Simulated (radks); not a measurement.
The numbers below are computed, except where a source is named.
Question: Orbital eigenvalues (eV) of the tantalum ion Ta2+, [Xe] 4f14 5d3, of relativity; Dirac values are averaged over j with weights 2j + 1. Spin-unpolarised spherical Kohn-Sham, PBE, point nucleus unless stated (finite: rms radius 5.3507 fm), a radial shooting solver on a logarithmic mesh with Libxc functionals. A level marked "c x" has the speed of light scaled by that factor and shares open shells by 2j + 1; other Dirac levels either fill j = l - 1/2 first or share by 2j + 1.

| shell | non-rel. |
|---|---|
| 3s | -2320.0 |
| 3p | -2122.6 |
| 3d | -1754.8 |
| 4s | -470.69 |
| 4p | -388.78 |
| 4d | -239.86 |
| 5s | -75.130 |
| 5p | -52.046 |
| 4f | -47.148 |
| 5d | -18.920 |
| 6s (empty) | -16.576 |
| 6p (empty) | -12.093 |

Give the values at the level "Dirac, c x 2".

Answer: 
shell       Dirac, c x 2  change of magnitude (%)
3s               -2394.8                    +3.23
3p               -2152.0                    +1.38
3d               -1751.8                    -0.17
4s               -488.95                    +3.88
4p               -395.59                    +1.75
4d               -239.27                    -0.24
5s               -77.924                    +3.72
5p               -52.756                    +1.36
4f               -45.392                    -3.72
5d               -18.755                    -0.87
6s (empty)       -16.970                    +2.38
6p (empty)       -12.203                    +0.91
